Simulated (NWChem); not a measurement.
System: GeF₄; SMILES [Ge]([F])([F])([F])[F]

Parts of the log:

```
             Northwest Computational Chemistry Package (NWChem) 7.3.0
             --------------------------------------------------------

 C1  symmetry detected

                             Geometry "geometry" -> ""
                             -------------------------

 Output coordinates in angstroms (scale by  1.889725989 to convert to a.u.)

  No.       Tag          Charge          X              Y              Z
 ---- ---------------- ---------- -------------- -------------- --------------
    1 F                    9.0000    -1.03165169    -0.09035631    -1.37325108
    2 Ge                  32.0000     0.00000834    -0.00000300     0.00000005
    3 F                    9.0000     1.12172640     1.28695069    -0.20929566
    4 F                    9.0000    -0.94442775     0.28606145     1.40872788
    5 F                    9.0000     0.85432338    -1.48264517     0.17381869

 Effective nuclear repulsion energy (a.u.)     445.9969734100

                                 NWChem DFT Module
                                 -----------------

 Summary of "ao basis" -> "ao basis" (spherical)
 ------------------------------------------------------------------------------
       Tag                 Description            Shells   Functions and Types
 ---------------- ------------------------------  ------  ---------------------
 F                           3-21g                   5        9   3s2p
 Ge                          3-21g                  10       22   5s4p1d

            General Information
            -------------------
          SCF calculation type: DFT
          Wavefunction type:  closed shell.
          No. of atoms     :     5
          No. of electrons :    68
           Alpha electrons :    34
            Beta electrons :    34
          Charge           :     0
          Spin multiplicity:     1
          Use of symmetry is: off; symmetry adaption is: off
          Maximum number of iterations: 150
          AO basis - number of functions:    58
                     number of shells:    30
          Convergence on energy requested:  1.00D-06
          Convergence on density requested:  1.00D-05
          Convergence on gradient requested:  5.00D-04

              XC Information
              --------------
                     Hartree-Fock (Exact) Exchange  1.000
                   CAM-Becke88 Exchange Functional  1.000
                      VWN V Correlation Functional  0.190 local
              Lee-Yang-Parr Correlation Functional  0.810

           Range-Separation Parameters
           ---------------------------
           Alpha           :  0.19
           Beta            :  0.46
           Gamma           :  0.33
           Short-Range HF  :     F

             Grid Information
             ----------------
          Grid used for XC integration:  medium
          Radial quadrature: Mura-Knowles
          Angular quadrature: Lebedev.
          Tag              B.-S. Rad. Rad. Pts. Rad. Cut. Ang. Pts.
          ---              ---------- --------- --------- ---------
          F                   0.50       49           7.0       434
          Ge                  1.25      112           6.0       590
          Grid pruning is: on
          Number of quadrature shells:   308
          Spatial weights used:  Erf1

      Superposition of Atomic Density Guess
      -------------------------------------

 Sum of atomic energies:       -2460.71006128

      Non-variational initial energy
      ------------------------------

 Total energy =   -2460.821893
 1-e energy   =   -4329.977869
 2-e energy   =    1423.159003
 HOMO         =      -0.611931
 LUMO         =      -0.045107

     ---------------------------------------------
      Total Density - Mulliken Population Analysis
     ---------------------------------------------

    Atom       Charge   Shell Charges
 -----------   ------   -------------------------------------------------------
    1 F    9     9.63   1.98  0.45  2.59  1.51  3.08
    2 Ge  32    29.50   2.00  2.00  5.99  1.99  5.94  0.51  0.68  0.16  0.26  9.97
    3 F    9     9.63   1.98  0.45  2.59  1.51  3.08
    4 F    9     9.63   1.98  0.45  2.59  1.51  3.08
    5 F    9     9.63   1.98  0.45  2.59  1.51  3.08

   convergence    iter        energy       DeltaE   RMS-Dens  Diis-err
 ---------------- ----- ----------------- --------- --------- ---------
 d= 0,ls=0.0,diis     1  -2464.1654971172 -2.91D+03  2.65D-02  1.33D+00
 d= 0,ls=0.0,diis     2  -2464.2311540725 -6.57D-02  9.26D-03  1.43D+00
 d= 0,ls=0.0,diis     3  -2464.3358484594 -1.05D-01  7.60D-04  4.69D-03
 d= 0,ls=0.0,diis     4  -2464.3361835940 -3.35D-04  1.63D-04  8.04D-05
 d= 0,ls=0.0,diis     5  -2464.3361961324 -1.25D-05  1.74D-05  1.48D-06
 d= 0,ls=0.0,diis     6  -2464.3361962918 -1.59D-07  1.41D-06  2.34D-09

         Total DFT energy =    -2464.336196291812
      One electron energy =    -4326.212651770575
           Coulomb energy =     1536.869483528237
    Exchange-Corr. energy =     -120.990001459434
 Nuclear repulsion energy =      445.996973409960

 Numeric. integr. density =       68.000007721658

                       DFT Final Molecular Orbital Analysis
                       ------------------------------------

[...]

                         DFT ENERGY GRADIENTS

    atom               coordinates                        gradient
                 x          y          z           x          y          z
   1 F      -1.949539  -0.170749  -2.595068   -0.023811  -0.002079  -0.031690
   2 Ge      0.000016  -0.000006   0.000000    0.000003  -0.000003   0.000003
   3 F       2.119756   2.431984  -0.395511    0.025887   0.029695  -0.004830
   4 F      -1.784710   0.540578   2.662110   -0.021792   0.006604   0.032505
   5 F       1.614437  -2.801793   0.328470    0.019713  -0.034216   0.004012
```

Level: CAM-B3LYP/3-21G. Structure relaxed at the PBE-D3(BJ)/def2-SVP level.

### Question
Write an input that gives this output.

### Answer
One answer among several that fit: the input that was run:
```
start job
memory heap 200 mb stack 900 mb global 1100 mb
geometry units angstroms noautoz
  F     -1.272730    -0.758230     0.873809
  Ge    -0.000004     0.000011    -0.000001
  F      1.076733     0.763778     1.102543
  F      0.854961    -1.183062    -0.909770
  F     -0.658983     1.177492    -1.066575
end
basis spherical
  * library 3-21g
end
dft
  xc xcamb88 1.00 lyp 0.81 vwn_5 0.19 hfexch 1.00
  cam 0.33 cam_alpha 0.19 cam_beta 0.46
  iterations 150
  mulliken
end
task dft gradient
```
